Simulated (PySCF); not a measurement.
**Match the barriers**

Saddle point of BH₄OF₃, closed shell (BHF₂ ([F][BH][F]) + H₂O + HF → BHOF₂ ([OH][B]([F])[F]) + HF + H₂; bonds formed: H2–H7, H5–F8; dative contacts that become bonds: B1–O6; bonds broken: B1–H2, H5–O6, H7–F8), PBE0-D4/def2-TZVP structure:

B1  (-0.325, -0.789, 0.079)
H2  (-1.181, 0.279, 0.391)
F3  (-0.941, -1.402, -0.938)
F4  (-0.209, -1.451, 1.248)
H5  (0.726, 0.957, -0.448)
O6  (0.983, -0.184, -0.333)
H7  (-0.749, 1.045, 0.059)
F8  (0.032, 1.891, -0.388)
H9  (1.663, -0.346, 0.329)
(Å)

Program: PySCF 2.14 with density fitting (its default auxiliary sets; JK sets also for MP2 and CCSD(T)). Basis: def2-TZVPP, with def2-QZVPP for the basis limit. Cores are frozen in the correlated methods. B3LYP uses VWN-RPA correlation. Extrapolation: Hartree–Fock as exp(−7.88 √X), correlation as X^−2.97. Four methods, as single points on the PBE0-D4 structures, gave these electronic barriers from the start structure: 10.2, 65.5, 74.4, 131.5 kJ/mol.

Task: The methods were, in alphabetical order, B3LYP-D4, HF, MP2, SPW92. Which gave which? (A judgement: the text doesn't fix the answer.)

Result: Computed: SPW92 10.2; B3LYP-D4 65.5; MP2 74.4; HF 131.5 kJ/mol. For comparison, CCSD(T) at an estimated basis limit (MP2 extrapolated from triple and quadruple zeta, plus CCSD(T) − MP2 in triple zeta) gives 79.8 kJ/mol.

The T1 diagnostic stays at or below 0.012.

Labels in which every atom is bracketed show which atoms are joined, not bond orders.

For scale, one of the runs: CCSD(T)/def2-TZVPP, 211 basis functions, launched by `OMP_NUM_THREADS=4 python run.py`. Time: 22 min of wall clock on 4 CPU threads of an Intel Xeon; the host was shared. Peak host memory: 4.2 GiB.
